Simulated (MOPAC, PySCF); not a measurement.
C$_{8}$H$_{20}$Sn, SMILES `C[CH2][Sn]([CH2]C)([CH2]C)[CH2]C`, neutral singlet in the gas phase. 

Cartesian coordinates (Å):
```xyz
29

C     -2.2348    -0.5096     2.1083
C     -0.7582    -0.1116     2.0466
Sn     0.0072     0.0099     0.0010
C     -1.2350     1.4362    -1.0987
C     -1.3452     2.7945    -0.4022
C     -0.0757    -1.9562    -0.9545
C      0.5230    -1.9604    -2.3630
C      2.0943     0.6656     0.0091
C      3.0370    -0.3518     0.6558
H     -2.8739     0.2093     1.5683
H     -2.4102    -1.4997     1.6550
H     -2.6092    -0.5583     3.1460
H     -0.5960     0.8723     2.5173
H     -0.1316    -0.8303     2.6000
H     -2.2298     0.9775    -1.2253
H     -0.8093     1.5437    -2.1099
H     -1.7841     2.7015     0.6055
H     -0.3588     3.2730    -0.2806
H     -1.9795     3.5005    -0.9669
H      0.4571    -2.6645    -0.2986
H     -1.1298    -2.2784    -0.9721
H     -0.0100    -1.2674    -3.0354
H      0.4805    -2.9604    -2.8298
H      1.5820    -1.6521    -2.3569
H      2.1417     1.6358     0.5305
H      2.3825     0.8586    -1.0376
H      2.7700    -0.5451     1.7083
H      3.0091    -1.3228     0.1333
H      4.0869    -0.0099     0.6464
```
Charge 0, multiplicity 1.

All levels are single points at this geometry (B3LYP-D3(BJ)/def2-SVP); Pople sets use spherical d functions. Orbital energies aren't observables, and empty levels follow the basis.

PM6 in MOPAC gives gap (eV) = 10.49.

Problem. Estimate the gap (eV) from each of these levels: B3LYP-D3(BJ)/def2-TZVP in PySCF; PBE-D3(BJ)/def2-TZVP in PySCF; B3LYP/6-311+G** (LANL2DZ on Sn) in PySCF; B3LYP/6-31G* (LANL2DZ on Sn) in PySCF; B3LYP/LANL2DZ in PySCF; BP86/6-31G* (LANL2DZ on Sn) in PySCF; M06-2X/6-31G* (LANL2DZ on Sn) in PySCF; PBE/6-31G* (LANL2DZ on Sn) in PySCF; SVWN5/6-31G* (LANL2DZ on Sn) in PySCF; HF/6-31G* (LANL2DZ on Sn) in PySCF; AM1 in MOPAC; PM7 in MOPAC.

Solution. 
```tsv
level	gap (eV)
B3LYP-D3(BJ)/def2-TZVP in PySCF	7.09
PBE-D3(BJ)/def2-TZVP in PySCF	5.62
B3LYP/6-311+G** (LANL2DZ on Sn) in PySCF	6.74
B3LYP/6-31G* (LANL2DZ on Sn) in PySCF	8.05
B3LYP/LANL2DZ in PySCF	8.20
BP86/6-31G* (LANL2DZ on Sn) in PySCF	6.42
M06-2X/6-31G* (LANL2DZ on Sn) in PySCF	10.26
PBE/6-31G* (LANL2DZ on Sn) in PySCF	6.38
SVWN5/6-31G* (LANL2DZ on Sn) in PySCF	6.26
HF/6-31G* (LANL2DZ on Sn) in PySCF	14.55
AM1 in MOPAC	9.03
PM7 in MOPAC	11.37
```
